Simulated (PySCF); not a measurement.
SiF₂, SMILES F[Si]F (connectivity only; charge and spin as stated), neutral, multiplicity 1.

Geometry: r2SCAN-D4/def2-TZVP. The isomer is the one that the SMILES or the coordinates give; other isomers of the formula were not compared.

These are B3LYP/def2-TZVPD run with PySCF values and carry that method's errors.

```json
{
 "total_energy": "-489.39931 hartree",
 "point_group": "C2v",
 "highest_occupied_level": "-8.22 eV",
 "lowest_empty_level": "-2.45 eV",
 "orbital_gap": "5.77 eV",
 "dipole_moment": "0.252 e·Å",
 "quadrupole, principal values (traceless, Buckingham form, about the centre of nuclear charge)": "-3.23, -1.08, 4.31 D·Å",
 "mean_static_polarisability": "29.2 bohr³ (4.33 Å³)",
 "polarisability_principal_values": "28.0, 29.5, 30.2 bohr³"
}
```
